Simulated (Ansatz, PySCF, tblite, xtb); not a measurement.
Breaking a bond: MgC, lowest triplet found (which spin is the ground state isn't settled by this scan).

ROCCSDT = CCSDT on ROHF/aug-cc-pVDZ, frozen core in Ansatz (a first-principles code); UKS-B3LYP/6-31G* = unrestricted B3LYP/6-31G*, spherical d (PySCF); ROMP2 = MP2 on ROHF/aug-cc-pVDZ, frozen core run with Ansatz; GFN2-xTB, 300 K electronic temperature (tblite); GFN1-xTB (xtb).

Energies are in kJ/mol, each relative to the lowest point of its own curve between 1.81 and 2.60 Å, where full CI is lowest.

| R / Å | ROCCSDT | UKS-B3LYP/6-31G* | ROMP2 | GFN2-xTB | GFN1-xTB |
|---|---|---|---|---|---|
| 1.58 | 264.4 | 239.0 | 250.8 | 213.8 | 189.8 |
| 1.68 | 149.2 | 131.9 | 136.7 | … | 83.9 |
| 1.81 | 60.9 | 50.8 | 51.6 | 25.3 | 20.3 |
| 1.87 | 36.5 | 29.0 | 29.1 | 10.3 | … |
| 1.99 | 8.7 | 5.4 | 5.4 | 0.0 | 0.0 |
| 2.06 | 1.8 | 0.6 | 0.6 | 1.9 | 2.5 |
| 2.11 | 0.0 | 0.0 | 0.0 | 5.5 | 6.3 |
| 2.20 | 1.6 | 3.3 | 3.0 | 15.5 | 15.8 |
| 2.24 | … | 6.1 | 5.4 | 21.0 | 20.9 |
| 2.33 | 11.4 | 14.4 | 12.5 | 35.0 | 33.4 |
| 2.44 | 23.7 | 26.6 | 22.6 | 54.2 | 50.1 |
| 2.60 | 43.8 | 45.5 | 36.9 | 83.8 | 75.2 |
| 2.73 | 59.9 | 59.9 | … | 107.6 | 95.0 |
| 2.91 | 79.6 | 77.1 | 58.6 | 139.6 | 119.5 |
| 3.18 | 100.9 | 96.9 | 70.3 | … | 147.6 |
| 3.46 | 113.9 | 111.1 | 77.7 | 215.5 | … |
| 3.85 | 122.4 | 123.3 | 83.2 | 250.8 | 186.2 |
| 4.30 | 126.3 | 130.9 | 86.0 | 278.0 | 198.3 |
| 4.78 | 127.9 | 134.8 | 87.4 | — | 204.5 |
| 5.40 | 128.7 | 136.4 | 88.1 | — | 207.5 |
| 6.33 | 129.1 | 137.2 | 88.5 | — | — |
| 7.38 | 129.2 | 137.4 | 88.7 | — | — |

Problem. What belongs in the gaps?

Solution. 
- 1.68, GFN2-xTB: 97.0
- 1.87, GFN1-xTB: 7.6
- 2.24, ROCCSDT: 3.9
- 2.73, ROMP2: 47.1
- 3.18, GFN2-xTB: 181.5
- 3.46, GFN1-xTB: 167.7

Dashes: no converged value, or the column stops at the first point that the program doubted or that broke a chosen test of continuity, which isn't proof of a fault.

The T1 diagnostic of CCSD on the restricted reference of ROCCSDT, ROMP2 exceeds 0.045 at 1.58 to 3.18 Å. The unrestricted determinant behind UKS-B3LYP/6-31G* is spin-contaminated at 1.58 to 2.91 Å (<S²> up to 2.6, against 2.00 for a pure triplet).
